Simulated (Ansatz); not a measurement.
## CsI (SMILES [I][Cs]): the vertical energy of the triplet above the singlet from total energies

CsI has 2 atoms, charge 0, and is taken as a singlet. SMILES: `[I][Cs]`. Geometry: the measured bond length.

```xyz
2

I     0.0000    0.0000    0.0000
Cs    0.0000    0.0000    3.3152
```

Both states at this one shape; open shells run unrestricted unless said. 1 Eh = 27.2114 eV.

| level | program | singlet CsI (Eh) | triplet CsI (Eh) |
| --- | --- | --- | --- |
| SVWN5/LANL2DZ (core potential) | Ansatz | -31.231770 | -31.100207 |
| SVWN5/def2-mTZVP (core potential) | Ansatz | -317.377040 | -317.228400 |
| SVWN5/def2-TZVP (core potential) | Ansatz | -317.472821 | -317.325158 |
| SVWN5/def2-QZVP (core potential) | Ansatz | -317.475905 | -317.327629 |

Work out the vertical gap, second state less first, at each level.


1. SVWN5/LANL2DZ (core potential): -31.100207 − (-31.231770) = 0.131563 Eh = 3.58 eV.
2. SVWN5/def2-mTZVP (core potential): -317.228400 − (-317.377040) = 0.148640 Eh = 4.04 eV.
3. SVWN5/def2-TZVP (core potential): -317.325158 − (-317.472821) = 0.147663 Eh = 4.02 eV.
4. SVWN5/def2-QZVP (core potential): -317.327629 − (-317.475905) = 0.148276 Eh = 4.03 eV.

No measured value is set beside it here; the levels span 3.58 to 4.04 eV. Spin-orbit coupling, which splits open shells on such heavy atoms by tenths of an eV, is left out.
